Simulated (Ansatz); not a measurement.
System (SMILES): [SeH2] (H2Se).
Geometry (B3LYP-D3(BJ)/def2-TZVP, fixed):
```xyz
3

Se    -0.0012     0.0571     0.0009
H     -1.0300    -0.9935    -0.0128
H      1.0722    -0.9476    -0.0191
```

Basis-set convergence of the dipole moment at PBE0 with Ansatz (a program for electronic structure). Dipoles come from the density behind the forces; the sign is taken along the dipole that this method gives in the largest set. All functions are spherical. The program fits the integrals of some runs and decomposes those of others, by size. No added dispersion term, no relativity. Reference: the value in aug-pcseg-3, 0.715 D. Deviations are taken from unrounded values.

```csv
basis,functions,dipole moment (D)
cc-pVDZ,37,0.954
aug-cc-pVDZ,54,0.752
pcseg-1,37,0.980
aug-pcseg-1,54,0.788
def2-SVP,42,0.955
def2-SVPD,57,0.740
def2-TZVP,60,0.784
def2-TZVPD,75,0.725
cc-pVTZ,71,0.809
aug-cc-pVTZ,105,0.722
pcseg-2,71,0.834
aug-pcseg-2,105,0.728
def2-TZVPP,76,0.775
def2-TZVPPD,91,0.724
cc-pVQZ,128,0.748
aug-cc-pVQZ,185,0.715
pcseg-3,134,0.740
aug-pcseg-3,191,0.715
def2-QZVPP,149,0.776
def2-QZVPPD,164,0.714
```

What the diffuse functions change, pair by pair:
- cc-pVDZ to aug-cc-pVDZ: 17 more functions, deviation 0.240 to 0.037 D
- pcseg-1 to aug-pcseg-1: 17 more functions, deviation 0.265 to 0.074 D
- def2-SVP to def2-SVPD: 15 more functions, deviation 0.240 to 0.025 D
- def2-TZVP to def2-TZVPD: 15 more functions, deviation 0.069 to 0.010 D
- cc-pVTZ to aug-cc-pVTZ: 34 more functions, deviation 0.094 to 0.008 D
- pcseg-2 to aug-pcseg-2: 34 more functions, deviation 0.119 to 0.014 D
- def2-TZVPP to def2-TZVPPD: 15 more functions, deviation 0.061 to 0.009 D
- cc-pVQZ to aug-cc-pVQZ: 57 more functions, deviation 0.033 to 0.000 D
- pcseg-3 to aug-pcseg-3: 57 more functions, deviation 0.026 to 0.000 D
- def2-QZVPP to def2-QZVPPD: 15 more functions, deviation 0.061 to 0.000 D

Leaving out the reference's own pair, they bring the value nearer the reference by more than 0.001 D in 9 of 9 pairs.
